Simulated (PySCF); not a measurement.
Compound: C4H9OPSi.
Atom-mapped SMILES: `[CH2:1]=[CH:2][P:3]([SiH3:4])[C:5]([CH3:6])=[O:7]` (hydrogens: H8, H9 on C1; H10 on C2; H11, H12, H13 on Si4; H14, H15, H16 on C6)

The same species was optimised twice, with GFN2-xTB and with PBE0-D3(BJ)/def2-SVP (PySCF), and the same property calculations (PySCF, gas phase) were run on both structures.

| coordinate | GFN2-xTB | PBE0-D3(BJ)/def2-SVP | change |
| --- | --- | --- | --- |
| P3–C5 (Å) | 1.842 | 1.885 | +0.043 |
| P3–Si4 (Å) | 2.246 | 2.266 | +0.020 |
| C2–P3 (Å) | 1.807 | 1.820 | +0.013 |
| C1=C2 (Å) | 1.324 | 1.336 | +0.012 |
| C5–C6 (Å) | 1.503 | 1.507 | +0.004 |
| C5=O7 (Å) | 1.207 | 1.205 | -0.002 |
| Si4–P3–C5 (°) | 94.6 | 97.2 | +2.6 |
| C6–C5–O7 (°) | 123.7 | 122.5 | -1.2 |
| P3–C5–C6 (°) | 114.2 | 115.3 | +1.1 |
| C1–C2–P3 (°) | 123.8 | 124.7 | +0.9 |
| C2–P3–Si4 (°) | 98.6 | 97.7 | -0.9 |
| C2–P3–C5 (°) | 98.8 | 98.7 | -0.1 |
| P3–C5–O7 (°) | 122.1 | 122.0 | -0.1 |
| C1–C2–P3–Si4 (°) | -81 | -80 | +1 |
| C2–P3–C5–C6 (°) | 180 | 174 | -6 |

Rotational constants: A = 2199, B = 1460, C = 1050 MHz (GFN2-xTB) against A = 2147, B = 1432, C = 1003 MHz (PBE0-D3(BJ)/def2-SVP). Point groups within 0.08 Å: C1 and C1.

On the GFN2-xTB structure: isotropic polarisability (au) 106.9 [wB97X-D/def2-SVPD]; HOMO (eV) -8.62 [wB97X-D/def2-SVPD]; LUMO (eV) 0.60 [wB97X-D/def2-SVPD]; dipole (D) 1.91 [wB97X-D/def2-SVPD]; HOMO (eV) -6.85 [PBE0/pcSseg-1]; LUMO (eV) -1.09 [PBE0/pcSseg-1]; dipole (D) 1.81 [PBE0/pcSseg-1]; GIAO shielding of C1 (ppm) 52.7 [PBE0/pcSseg-1]; GIAO shielding of C2 (ppm) 47.2 [PBE0/pcSseg-1]; GIAO shielding of P3 (ppm) 402.7 [PBE0/pcSseg-1]; GIAO shielding of Si4 (ppm) 413.9 [PBE0/pcSseg-1]; GIAO shielding of C5 (ppm) -36.8 [PBE0/pcSseg-1]; GIAO shielding of C6 (ppm) 151.9 [PBE0/pcSseg-1]; GIAO shielding of O7 (ppm) -386.9 [PBE0/pcSseg-1].

What do these properties become on the PBE0-D3(BJ)/def2-SVP structure?

| property | level | on GFN2-xTB | on PBE0-D3(BJ)/def2-SVP | change |
| --- | --- | --- | --- | --- |
| isotropic polarisability (au) | wB97X-D/def2-SVPD | 106.9 | 109.9 | +3.0 |
| HOMO (eV) | wB97X-D/def2-SVPD | -8.62 | -8.61 | +0.01 |
| LUMO (eV) | wB97X-D/def2-SVPD | 0.60 | 0.60 | 0.00 |
| dipole (D) | wB97X-D/def2-SVPD | 1.91 | 1.94 | +0.03 |
| energy, GFN2-xTB geometry as zero (kcal/mol) | wB97X-D/def2-SVPD | 0.0 | -2.2 | -2.2 |
| HOMO (eV) | PBE0/pcSseg-1 | -6.85 | -6.84 | +0.01 |
| LUMO (eV) | PBE0/pcSseg-1 | -1.09 | -1.09 | 0.00 |
| dipole (D) | PBE0/pcSseg-1 | 1.81 | 1.84 | +0.03 |
| energy, GFN2-xTB geometry as zero (kcal/mol) | PBE0/pcSseg-1 | 0.0 | -1.8 | -1.8 |
| GIAO shielding of C1 (ppm) | PBE0/pcSseg-1 | 52.7 | 50.0 | -2.7 |
| GIAO shielding of C2 (ppm) | PBE0/pcSseg-1 | 47.2 | 44.6 | -2.6 |
| GIAO shielding of P3 (ppm) | PBE0/pcSseg-1 | 402.7 | 392.1 | -10.6 |
| GIAO shielding of Si4 (ppm) | PBE0/pcSseg-1 | 413.9 | 414.2 | +0.3 |
| GIAO shielding of C5 (ppm) | PBE0/pcSseg-1 | -36.8 | -35.6 | +1.2 |
| GIAO shielding of C6 (ppm) | PBE0/pcSseg-1 | 151.9 | 150.8 | -1.1 |
| GIAO shielding of O7 (ppm) | PBE0/pcSseg-1 | -386.9 | -383.6 | +3.3 |

The heavy atoms differ by 0.089 Å rms after alignment. Among bonds between heavy atoms P3–C5 changes most (+0.043 Å). Changes are differences of the printed values. Neither structure is proved a minimum here.

The values belong to the conformer `[CH2:1]=[CH:2][P:3]([SiH3:4])[C:5]([CH3:6])=[O:7]`: C1–C2–P3–Si4 -80°, C2–P3–C5–C6 174°.

Note: wB97X-D ran without an empirical dispersion term, which enters the total energy and its gradient alone.
